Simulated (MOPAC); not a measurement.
Input file for MOPAC: PM6 on C2H6FIn (SMILES C[CH2][InH][F]), a point of a torsion scan.

```
PM6 1SCF PRECISE CHARGE=0 THREADS=1
C2H6FIn

C     -1.18003304 1     0.20839459 1    -0.69973803 1
C     -0.50165647 1    -0.09033924 1     0.62482463 1
In     1.74574665 1    -0.14868044 1     0.43130240 1
F      2.47295904 1     1.66273011 1     0.74643366 1
H     -1.01421385 1    -0.59255121 1    -1.42096388 1
H     -2.25630088 1     0.31136239 1    -0.54943607 1
H     -0.80626453 1     1.14228143 1    -1.12296693 1
H     -0.64655145 1     0.72185447 1     1.33880801 1
H     -0.84275636 1    -1.03131729 1     1.05266821 1
H      3.11256091 1    -1.17895372 1     0.10974186 1
```

Program output:

```
*******************************************************************************
 **                                                                           **
 **                              MOPAC v23.2.5                                **
 **                                                                           **
 *******************************************************************************
 ** MOPAC's Digital Object Identifier: https://doi.org/10.5281/zenodo.6511958 **
 **                                                                           **
 ** Please cite the open-source release paper for use of this MOPAC version:  **
 ** J. E. Moussa and J. J. P. Stewart (2026)                                  **
 ** MOPAC: An open-source semiempirical molecular orbital program             **
 ** J. Open Source Softw., 11(119), 8025, https://doi.org/10.21105/joss.08025 **
 *******************************************************************************

                              PM6 CALCULATION RESULTS

 *******************************************************************************
 *  PM6        - The PM6 Hamiltonian to be used
 *
 *
 *
 *                 CHARGE ON SYSTEM = 0
 *
 *
 *
 *  PRECISE    - TIGHTER CRITERIA TO BE USED
 *  1SCF       - DO 1 SCF AND THEN STOP
 *  THREADS=1  - MULTI-THREADING NOT USED
 *  T=         - A TIME OF 172800.0 SECONDS REQUESTED
 *  DUMP=N     - RESTART FILE WRITTEN EVERY 7200.0 SECONDS REQUESTED
 *******************************************************************************
PM6 1SCF PRECISE CHARGE=0 THREADS=1
 C2H6FIn

   ATOM   CHEMICAL          X               Y               Z
  NUMBER   SYMBOL      (ANGSTROMS)     (ANGSTROMS)     (ANGSTROMS)

     1       C         -1.18003304  *   0.20839459  *  -0.69973803  *
     2       C         -0.50165647  *  -0.09033924  *   0.62482463  *
     3      In          1.74574665  *  -0.14868044  *   0.43130240  *
     4       F          2.47295904  *   1.66273011  *   0.74643366  *
     5       H         -1.01421385  *  -0.59255121  *  -1.42096388  *
     6       H         -2.25630088  *   0.31136239  *  -0.54943607  *
     7       H         -0.80626453  *   1.14228143  *  -1.12296693  *
     8       H         -0.64655145  *   0.72185447  *   1.33880801  *
     9       H         -0.84275636  *  -1.03131729  *   1.05266821  *
    10       H          3.11256091  *  -1.17895372  *   0.10974186  *



          CARTESIAN COORDINATES

    NO.       ATOM           X           Y           Z

     1         C         -1.1800      0.2084     -0.6997
     2         C         -0.5017     -0.0903      0.6248
     3        In          1.7457     -0.1487      0.4313
     4         F          2.4730      1.6627      0.7464
     5         H         -1.0142     -0.5926     -1.4210
     6         H         -2.2563      0.3114     -0.5494
     7         H         -0.8063      1.1423     -1.1230
     8         H         -0.6466      0.7219      1.3388
     9         H         -0.8428     -1.0313      1.0527
    10         H          3.1126     -1.1790      0.1097

 General Reference for PM6:
 "Optimization of Parameters for Semiempirical Methods V: Modification of NDDO Approximations
 and Application to 70 Elements", J. J. P. Stewart, J. Mol. Mod., 13, 1173-1213 (2007)
 URL: https://link.springer.com/article/10.1007/s00894-007-0233-4

           Empirical Formula: C2 H6 In F  =    10 atoms



      MOLECULAR POINT GROUP   :   C1


      RHF CALCULATION, NO. OF DOUBLY OCCUPIED LEVELS = 12


 -------------------------------------------------------------------------------
 PM6 1SCF PRECISE CHARGE=0 THREADS=1
 C2H6FIn



     1SCF WAS SPECIFIED, SO BFGS WAS NOT USED
     SCF FIELD WAS ACHIEVED


                              PM6 CALCULATION
                                                       MOPAC v23.2.5 Linux




          FINAL HEAT OF FORMATION =        -29.85796 KCAL/MOL =    -124.92573 KJ/MOL


          COSMO AREA              =        124.00 SQUARE ANGSTROMS
          COSMO VOLUME            =        110.08 CUBIC ANGSTROMS

          IONIZATION POTENTIAL    =         10.721158 EV
          HOMO LUMO ENERGIES (EV) =        -10.721  0.769
          NO. OF FILLED LEVELS    =         12
          MOLECULAR WEIGHT        =        163.8878         POINT GROUP:  C1

          MOLECULAR DIMENSIONS (Angstroms)

            Atom       Atom       Distance
            H    10    H     6     5.61072
            F     4    H     5     3.60410
            H     7    H     9     2.87408


          SCF CALCULATIONS        =          1





   ATOM   CHEMICAL          X               Y               Z
  NUMBER   SYMBOL      (ANGSTROMS)     (ANGSTROMS)     (ANGSTROMS)

     1       C         -1.18003304  *   0.20839459  *  -0.69973803  *
     2       C         -0.50165647  *  -0.09033924  *   0.62482463  *
     3      In          1.74574665  *  -0.14868044  *   0.43130240  *
     4       F          2.47295904  *   1.66273011  *   0.74643366  *
     5       H         -1.01421385  *  -0.59255121  *  -1.42096388  *
     6       H         -2.25630088  *   0.31136239  *  -0.54943607  *
     7       H         -0.80626453  *   1.14228143  *  -1.12296693  *
     8       H         -0.64655145  *   0.72185447  *   1.33880801  *
     9       H         -0.84275636  *  -1.03131729  *   1.05266821  *
    10       H          3.11256091  *  -1.17895372  *   0.10974186  *

                             CARTESIAN COORDINATES

   1    C       -1.180033040     0.208394590    -0.699738030
   2    C       -0.501656470    -0.090339240     0.624824630
   3   In        1.745746650    -0.148680440     0.431302400
   4    F        2.472959040     1.662730110     0.746433660
   5    H       -1.014213850    -0.592551210    -1.420963880
   6    H       -2.256300880     0.311362390    -0.549436070
   7    H       -0.806264530     1.142281430    -1.122966930
   8    H       -0.646551450     0.721854470     1.338808010
   9    H       -0.842756360    -1.031317290     1.052668210
  10    H        3.112560910    -1.178953720     0.109741860


           Empirical Formula: C2 H6 In F  =    10 atoms



      MOLECULAR POINT GROUP   :   C1


                  EIGENVALUES
 -37.13981 -26.98199 -21.38986 -15.52820 -14.83703 -14.44169 -13.73803 -13.66030
 -13.31396 -12.57213 -12.15627 -10.72116   0.76880   1.42389   2.26871   2.96197
   4.22101   5.44781   5.65641   5.96399   6.28881   6.62531


              NET ATOMIC CHARGES AND DIPOLE CONTRIBUTIONS

  ATOM NO.   TYPE          CHARGE      No. of ELECS.   s-Pop       p-Pop
    1          C          -0.440135        4.4401     1.07577     3.36437
    2          C          -0.350799        4.3508     1.11502     3.23578
    3         In           0.487334        2.5127     1.10468     1.40798
    4          F          -0.518882        7.5189     1.97623     5.54265
    5          H           0.144082        0.8559     0.85592
    6          H           0.153206        0.8468     0.84679
    7          H           0.150942        0.8491     0.84906
    8          H           0.144601        0.8554     0.85540
    9          H           0.138575        0.8614     0.86142
   10          H           0.091076        0.9089     0.90892
 DIPOLE           X         Y         Z       TOTAL
 POINT-CHG.    -1.332    -4.834    -0.948     5.103
 HYBRID        -0.145     1.232     0.231     1.262
 SUM           -1.477    -3.602    -0.717     3.958


          ATOMIC ORBITAL ELECTRON POPULATIONS

     Atom    s        px        py        pz
    1  C   1.07577   1.14118   1.16276   1.06043
    2  C   1.11502   1.03945   1.14589   1.05044
    3 In   1.10468   0.83356   0.51844   0.05598
    4  F   1.97623   1.93064   1.64041   1.97159
    5  H   0.85592
    6  H   0.84679
    7  H   0.84906
    8  H   0.85540
    9  H   0.86142
   10  H   0.90892

 **********************
 *                    *
 * JOB ENDED NORMALLY *
 *                    *
 **********************




 == MOPAC DONE ==
```

The run finished.

Cost: very roughly 0.05 core-seconds.
